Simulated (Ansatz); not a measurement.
Basis sets compared for SiCl(vinyl)3 (C6H9ClSi). Charge 0, multiplicity 1. Geometry PBE-D4/def2-SVP. Ansatz on 4 threads of Intel Xeon 6975P-C on a shared host; times are rough, and most runs start from earlier orbitals.

```xyz
17

Si    0.0214    0.0052   -0.0447
Cl    0.8725    0.1538   -1.9586
C    -1.6578   -0.8155   -0.2020
C    -2.1970   -1.2595   -1.3540
H    -2.2414   -0.9394    0.7317
H    -1.6607   -1.1613   -2.3137
H    -3.1918   -1.7372   -1.3889
C    -0.1589    1.7326    0.6632
C     0.1751    2.8700    0.0229
H    -0.5740    1.8105    1.6875
H     0.5933    2.8518   -0.9984
H     0.0464    3.8630    0.4881
C     1.1559   -1.0286    1.0332
C     2.3283   -1.5601    0.6358
H     0.8248   -1.2098    2.0749
H     2.7065   -1.4126   -0.3906
H     2.9575   -2.1629    1.3138
```

Binding counts from free atoms (Si triplet, Cl doublet, C triplet, H doublet) in the same basis, without a counterpoise term.

```csv
level,functions,energy (Eh),HOMO (eV),LUMO (eV),binding per atom (eV),wall time
PBE-D4/def2-SVP,165,-982.6923,-6.54,-1.62,4.44,1.3 s
PBE0-D4/def2-SVP,165,-982.7906,-7.67,-0.66,4.38,1.9 s
```

Problem. Estimate the rows for PBE-D4/def2-TZVP, PBE0-D4/def2-TZVP (with forces).

Solution. 
| level | functions | energy (Eh) | HOMO (eV) | LUMO (eV) | binding per atom (eV) | wall time |
| --- | --- | --- | --- | --- | --- | --- |
| PBE-D4/def2-TZVP | 314 | -983.2105 | -6.64 | -1.82 | 4.41 | 2.6 s |
| PBE0-D4/def2-TZVP (with forces) | 314 | -983.3007 | -7.72 | -0.84 | 4.34 | 7 s |
